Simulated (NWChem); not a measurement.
System: C₄H₄F₂; SMILES C1C[C@H](C=1F)F

The following NWChem deck was run.

```
start job
memory heap 200 mb stack 900 mb global 1100 mb
geometry units angstroms noautosym nocenter noautoz
  F      0.780071     1.819648    -0.028479
  C     -0.008174     0.746760    -0.002612
  C     -1.299988     0.538591    -0.270206
  C     -1.192256    -0.949206     0.055275
  C      0.294879    -0.653133     0.450818
  F      1.253138    -1.344675    -0.267381
  H     -2.130662     1.171763    -0.557579
  H     -1.255169    -1.623868    -0.804130
  H     -1.830015    -1.320741     0.866017
  H      0.521684    -0.772259     1.516393
end
basis spherical
  * library 6-31g*
end
dft
  xc hfexch
  iterations 150
  mulliken
end
task dft energy
esp
  recalculate
  probe 0.07
  range 0.3
  factor 1.0
  spacing 0.02
end
task esp
```

Coordinates come from a B3LYP/6-31G* (spherical d) optimisation.

Atomic charges in e: unrestrained fits to the electrostatic potential beside Mulliken populations; buried atoms are poorly determined by the fit.

Atoms are numbered as in the input.

### Question
Predict the main results of this run. (Hartree-Fock/6-31G* (spherical d).) Quantities: ESP F1; Mulliken F1; ESP C2; Mulliken C2; ESP C3; Mulliken C3; ESP C4; Mulliken C4; ESP C5; Mulliken C5; relative RMS misfit of the potential (%).

### Answer
```
Property                                  Result
----------------------------------------  ------
ESP F1                                     -0.21
Mulliken F1                                -0.41
ESP C2                                      0.25
Mulliken C2                                 0.41
ESP C3                                     -0.30
Mulliken C3                                -0.23
ESP C4                                     -0.05
Mulliken C4                                -0.40
ESP C5                                      0.35
Mulliken C5                                 0.29
relative RMS misfit of the potential (%)      25
```
